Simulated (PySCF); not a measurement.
Can point charges reproduce the dipole moment of `CC(C)[C@H]1CS[SiH2]1`?

Coordinates (GFN2-xTB, Å) and charges (e) from the PBE0/pcSseg-1 density (PySCF):

```csv
atom,x,y,z,Mulliken,IAO,Hirshfeld,ESP-fitted
C1,1.253,-1.467,0.122,-0.2066,-0.4140,-0.1171,-0.6093
C2,0.695,-0.132,-0.364,-0.3363,-0.0843,-0.0199,+0.5597
C3,1.735,0.972,-0.172,-0.1980,-0.4169,-0.1176,-0.4775
C4,-0.597,0.201,0.381,-0.5092,-0.3702,-0.1078,-0.7619
C5,-1.320,1.456,-0.127,-0.2265,-0.3178,-0.0692,-0.0293
S6,-3.077,0.907,-0.173,-0.2815,-0.2228,-0.1312,-0.3635
Si7,-2.094,-0.970,0.185,+0.6327,+0.6881,+0.3232,+0.7033
H8,2.169,-1.713,-0.409,+0.1187,+0.1419,+0.0428,+0.1452
H9,0.534,-2.269,-0.038,+0.1144,+0.1314,+0.0363,+0.1421
H10,1.477,-1.417,1.186,+0.1056,+0.1352,+0.0390,+0.1557
H11,0.471,-0.215,-1.434,+0.1173,+0.1227,+0.0344,-0.0093
H12,1.355,1.929,-0.521,+0.1177,+0.1368,+0.0390,+0.0967
H13,1.993,1.069,0.881,+0.1028,+0.1339,+0.0384,+0.1307
H14,2.642,0.740,-0.726,+0.1147,+0.1393,+0.0410,+0.1114
H15,-0.351,0.336,1.440,+0.1456,+0.1404,+0.0377,+0.2280
H16,-1.029,1.727,-1.140,+0.1561,+0.1466,+0.0389,+0.1098
H17,-1.231,2.330,0.516,+0.1616,+0.1532,+0.0412,+0.1387
H18,-2.551,-1.654,1.386,-0.0630,-0.1192,-0.0737,-0.1305
H19,-2.084,-1.819,-1.001,-0.0659,-0.1244,-0.0750,-0.1403
```

Compute μ = Σ q r for each scheme (1 e·Å = 4.803 D) and compare with the dipole of the full density.

The full density gives (2.37, -0.83, 0.29) D, 2.53 D in size; dipole vectors point from the negative to the positive end.

```tsv
scheme	μx	μy	μz	size (D)	share of the full size (%)	angle to the full dipole (°)
Mulliken	1.88	-2.13	0.36	2.86	113	29
IAO	1.03	-1.74	0.27	2.04	81	40
Hirshfeld	0.87	-0.64	0.14	1.09	43	17
ESP-fitted	2.40	-0.83	0.29	2.56	101	0
```

Which set comes closest?

Length of the difference vector: ESP-fitted 0.03 D, Mulliken 1.39 D, Hirshfeld 1.51 D, IAO 1.62 D. Closest: ESP-fitted. 

What is left for the Hirshfeld atoms' own dipoles?

The Hirshfeld atoms' densities add up to the full density, so μ = Σ q r + Σ (atomic dipoles). The atomic dipoles sum to (2.37, -0.83, 0.29) − (0.87, -0.64, 0.14) = (1.50, -0.19, 0.15) D, 1.51 D in size.

With the origin at the mean of the coordinates, (-0.001, 0.000, 0.000) Å, which are the largest single terms, by size, of the Hirshfeld dipole along the direction of the full one?

Si7 -2.52, S6 +2.02, C1 -0.94, C3 -0.73, H18 +0.60 D; all 19 atoms together +1.04 D. The single terms depend on the origin, their sum doesn't.

Give the size of the full dipole in other units.

2.53 D = 0.994 au = 0.526 e·Å = 8.43 × 10⁻³⁰ C·m.

The structure is a single GFN2-xTB conformer in the gas phase; no vibrational or solvent corrections.

The run behind these numbers computed NMR shieldings as well. The run took 61 s wall on one thread of an Arm Neoverse N1 (shared host), and the process peaked at 0.87 GiB of memory.

Shape of the structure used: `[CH3:1][CH:2]([CH3:3])[C@H:4]1[CH2:5][S:6][SiH2:7]1`: C1–C2–C4–C5 -174°.
